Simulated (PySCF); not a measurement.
## Orbital levels and atomic charges

System: C16H8N2 (N-doped PAH), SMILES c1ccc2c(c1)cc1nc3nccc4cc2c1=c43.

Cartesian coordinates (Å):
```
  1 C     4.018    0.146   -0.073
  2 C     3.553    1.398    0.294
  3 C     2.201    1.589    0.530
  4 C     1.302    0.538    0.427
  5 C     1.766   -0.761    0.035
  6 C     3.134   -0.908   -0.214
  7 C     0.902   -1.905   -0.209
  8 C    -0.420   -1.839    0.141
  9 N    -1.580   -2.472   -0.307
 10 C    -2.569   -1.617   -0.043
 11 N    -3.806   -1.469   -0.602
 12 C    -4.245   -0.257   -0.704
 13 C    -3.538    0.973   -0.382
 14 C    -2.424    0.868    0.404
 15 C    -1.134    1.602    0.516
 16 C    -0.127    0.669    0.663
 17 C    -0.761   -0.604    0.776
 18 C    -2.123   -0.487    0.711
 19 H     5.070   -0.007   -0.260
 20 H     4.239    2.225    0.397
 21 H     1.831    2.562    0.819
 22 H     3.505   -1.876   -0.519
 23 H     1.325   -2.752   -0.729
 24 H    -5.227   -0.163   -1.152
 25 H    -3.867    1.894   -0.841
 26 H    -1.025    2.654    0.324
```

Method: wB97X-D/6-31G*, gas phase, PySCF, fitting set def2-universal-JFIT up to Ne and JKFIT beyond, grid level 1.

Question: Give the orbital energies near the gap.

Answer: 
| orbital | eV |
| --- | --- |
| HOMO-4 | -9.77 |
| HOMO-3 | -8.86 |
| HOMO-2 | -8.51 |
| HOMO-1 | -7.85 |
| HOMO | -7.82 |
| LUMO | -2.09 |
| LUMO+1 | 0.75 |
| LUMO+2 | 1.38 |
| LUMO+3 | 1.95 |

Question: Give the partial charges of the non-hydrogen atoms.

Answer: 
```csv
atom,Mulliken,IAO,Hirshfeld
C1,-0.16,-0.14,-0.04
C2,-0.17,-0.13,-0.03
C3,-0.20,-0.14,-0.04
C4,0.07,0.01,0.01
C5,0.10,-0.01,0.00
C6,-0.23,-0.13,-0.04
C7,-0.20,-0.07,0.02
C8,0.23,0.11,0.04
N9,-0.46,-0.35,-0.23
C10,0.38,0.26,0.11
N11,-0.37,-0.26,-0.16
C12,0.00,0.03,0.05
C13,-0.23,-0.16,-0.02
C14,0.11,0.03,0.02
C15,-0.24,-0.15,-0.03
C16,0.06,0.00,0.00
C17,-0.05,-0.01,-0.02
C18,-0.12,-0.12,-0.08
```
